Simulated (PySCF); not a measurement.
A structure optimised at GFN2-xTB (Å):
```
atom  x, y, z in Å
C1    -3.4946    1.0794    0.1298
C2    -2.5729    0.7000   -0.5321
C3    -1.4561    0.2112   -1.3137
C4    -0.6096   -0.8054   -0.5261
C5     0.0492   -0.1572    0.6522
C6     1.3492   -0.0577    0.7879
C7     2.6029    0.0149    0.8724
C8     3.9029    0.1114    0.9762
H9    -4.3056    1.4229    0.6993
H10   -1.8430   -0.2654   -2.2197
H11   -0.8279    1.0566   -1.6103
H12    0.1466   -1.2317   -1.1885
H13   -1.2619   -1.6112   -0.1761
H14   -0.6151    0.2644    1.3965
H15    4.5591   -0.2961    0.2234
H16    4.3692    0.5995    1.8174
```

Neutral, closed shell.

Q: Read off the bonds between heavy atoms and their formal orders.

A: C1–C2 1.20 Å (triple); C2–C3 1.45 Å (single); C3–C4 1.54 Å (single); C4–C5 1.50 Å (single); C5–C6 1.31 Å (double); C6–C7 1.26 Å (double); C7–C8 1.31 Å (double). Bonds to hydrogen (Å): C1–H9 1.05; C3–H10 1.09; C3–H11 1.09; C4–H12 1.09; C4–H13 1.09; C5–H14 1.08; C8–H15 1.08; C8–H16 1.08.

Q: Which species is it?

A: `C#CCCC=C=C=C`, C8H8. Among its features: alkyne and allene or cumulene.

Q: What is the point group of this geometry?

A: C1 (no symmetry element, even within 0.4 Å).

Q: Classify the heavy atoms.

A: C1: terminal alkyne carbon; C2: alkyne carbon; C3: propargylic carbon; C4: chain CH2 carbon; C5: outer carbon of cumulated double bonds; C6: central carbon of cumulated double bonds; C7: central carbon of cumulated double bonds; C8: outer carbon of cumulated double bonds.

Q: What is the arrangement about C3?

A: It has 4 neighbours (C2, C4, H10, H11) and is tetrahedral (angles from 108.4° to 111.8°).

Q: What is the arrangement about C2?

A: It has 2 neighbours (C1, C3) and is linear (angle 178.6°).

The numbers are calculated, not measured.
